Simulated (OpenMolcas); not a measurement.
Pm3+ with its 6 nearest chloride ions at 2.691 Å, on the Y site of Cs2NaYCl6 (a = 10.7396 Å, distance in the model lattice 2.619 Å). The rest of the host is ab initio model potentials to 7.6 Å, with orthogonalisation functions on the cations behind the ligands, and point charges beyond; the distance is set by hand and nothing relaxes. Ligand basis ANO-RCC-VDZP.
```
Pm    0.0000    0.0000    0.0000
Cl    2.6910    0.0000    0.0000
Cl    0.0000    2.6910    0.0000
Cl   -2.6910    0.0000    0.0000
Cl    0.0000   -2.6910    0.0000
Cl    0.0000    0.0000    2.6910
Cl    0.0000    0.0000   -2.6910
```

| Quantity | Value |
| --- | --- |
| Program | OpenMolcas |
| Method | CASSCF |
| Basis | ANO-RCC-VDZP [7s6p4d2f1g] |
| Scalar Hamiltonian | DKH2, point nucleus |
| Active space | 4 electrons in 7 orbitals (4f) |
| State averaging | 2S+1 = 5 even, 35 roots (32 in the spin-orbit step); 2S+1 = 3 even, 117 roots kept (CI in the orbitals of an earlier block, 106 in the spin-orbit step); 2S+1 = 1 even, 75 roots kept (CI in the orbitals of an earlier block, 31 in the spin-orbit step) |
| Spin-orbit coupling | state interaction with AMFI integrals over the reference wave functions |

What is the spin-free ground state (labels of O, the rotations of Oh)?

5T2, 3-fold in its orbital part, 100 % from free-ion I terms; it has the highest spin that f4 allows.

Where is the first state of the same spin?

5A1 at 32 cm-1 above the ground state.

What are the lowest two levels with spin-orbit coupling?

A 3-fold level T2, then a 1-fold level A1 156.1 cm-1 above it. Their leading multiplicities are 5 (98 %) and 5 (98 %).

What is χT at 300 K, and how does it compare with the textbook value?

Hund's rules give f4 the level 5I4 with g = 0.600, so an isolated free-ion multiplet has χT = g² J(J+1) / 8 = 0.900 cm3 K/mol. The computed 0.956 at 300 K differs by +6 %, through the field's splitting, the mixing of terms and any other multiplet in reach.

High states are left out of the spin-orbit mixing, which shifts the levels that they would mix with. Without dynamic correlation the ligand-field splitting of an f shell can come out too small, at times by half. The first state left out of the spin-orbit step lies near 39000 cm-1 above the lowest spin-free state of the reference (among the parities and spins computed), and the lists stop at four fifths of that energy or lower. No measured value stands beside these numbers; the geometry was set by hand and not optimised.
